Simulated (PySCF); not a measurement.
AlCl₂H₃O₂Si. Atoms are numbered in the order given.

```xyz
9

Si    -0.8491    -0.4510    -0.1608
Cl    -1.5203    -0.1202     1.7966
Cl    -1.5178     1.1252    -1.3773
Al     1.5838    -0.3235    -0.1496
O      2.4391    -1.7652     0.1942
O      2.4441     1.1344    -0.4312
H     -1.5420    -1.6907    -0.6487
H      3.4064    -1.8056     0.2640
H      2.0168     1.9773    -0.6511
```

The structure is a stationary point at PBE-D3(BJ)/def2-SVP. The structure was generated by enumeration; whether it is a known compound was not checked. The values are those of a single conformer.

Calculation: PySCF with PBE-D3(BJ)/def2-SVP.

Frequencies are harmonic and unscaled.

Task: Estimate the vibrational spectrum. (Estimate from the structure and the level; the computed values follow.)

Result: 
```json
[
 {"mode": "1", "ν (cm⁻¹)": "12", "IR (km/mol)": "0.6", "moving atoms (share of kinetic energy)": "O 67 %, Cl 24 %, H 8 %"},
 {"mode": "2", "ν (cm⁻¹)": "53", "IR (km/mol)": "1.7", "moving atoms (share of kinetic energy)": "Cl 53 %, O 33 %"},
 {"mode": "3", "ν (cm⁻¹)": "75", "IR (km/mol)": "4.7", "moving atoms (share of kinetic energy)": "O 38 %, Cl 35 %, Si 10 %, Al 9 %"},
 {"mode": "4", "ν (cm⁻¹)": "141", "IR (km/mol)": "0.2", "moving atoms (share of kinetic energy)": "Cl 48 %, O 32 %, Al 14 %"},
 {"mode": "5", "ν (cm⁻¹)": "187", "IR (km/mol)": "8.8", "moving atoms (share of kinetic energy)": "Cl 49 %, Si 20 %, O 20 %"},
 {"mode": "6", "ν (cm⁻¹)": "205", "IR (km/mol)": "26.7", "moving atoms (share of kinetic energy)": "O 38 %, Al 24 %, Si 18 %, H 17 %"},
 {"mode": "7", "ν (cm⁻¹)": "233", "IR (km/mol)": "15.7", "moving atoms (share of kinetic energy)": "Al 57 %, O 18 %, Si 10 %, Cl 8 %"},
 {"mode": "8", "ν (cm⁻¹)": "319", "IR (km/mol)": "156.4", "moving atoms (share of kinetic energy)": "H 91 %, O 9 %"},
 {"mode": "9", "ν (cm⁻¹)": "355", "IR (km/mol)": "61.1", "moving atoms (share of kinetic energy)": "H 84 %, O 12 %"},
 {"mode": "10", "ν (cm⁻¹)": "372", "IR (km/mol)": "30.5", "moving atoms (share of kinetic energy)": "Si 39 %, Al 24 %, O 15 %, H 13 %, Cl 10 %"},
 {"mode": "11", "ν (cm⁻¹)": "504", "IR (km/mol)": "59.7", "moving atoms (share of kinetic energy)": "Si 49 %, Cl 40 %"},
 {"mode": "12", "ν (cm⁻¹)": "541", "IR (km/mol)": "124.4", "moving atoms (share of kinetic energy)": "Si 52 %, Cl 36 %, H 10 %"},
 {"mode": "13", "ν (cm⁻¹)": "554", "IR (km/mol)": "122.5", "moving atoms (share of kinetic energy)": "H 75 %, O 13 %"},
 {"mode": "14", "ν (cm⁻¹)": "575", "IR (km/mol)": "196.9", "moving atoms (share of kinetic energy)": "H 68 %, O 30 %"},
 {"mode": "15", "ν (cm⁻¹)": "716", "IR (km/mol)": "135.6", "moving atoms (share of kinetic energy)": "H 84 %, Si 8 %"},
 {"mode": "16", "ν (cm⁻¹)": "754", "IR (km/mol)": "82.1", "moving atoms (share of kinetic energy)": "H 93 %"},
 {"mode": "17", "ν (cm⁻¹)": "792", "IR (km/mol)": "48.5", "moving atoms (share of kinetic energy)": "O 51 %, Al 31 %, H 14 %"},
 {"mode": "18", "ν (cm⁻¹)": "920", "IR (km/mol)": "78.8", "moving atoms (share of kinetic energy)": "Al 49 %, O 44 %"},
 {"mode": "19", "ν (cm⁻¹)": "2163", "IR (km/mol)": "94.0", "moving atoms (share of kinetic energy)": "H 97 %"},
 {"mode": "20", "ν (cm⁻¹)": "3803", "IR (km/mol)": "85.3", "moving atoms (share of kinetic energy)": "H 94 %"},
 {"mode": "21", "ν (cm⁻¹)": "3810", "IR (km/mol)": "78.0", "moving atoms (share of kinetic energy)": "H 94 %"}
]
```
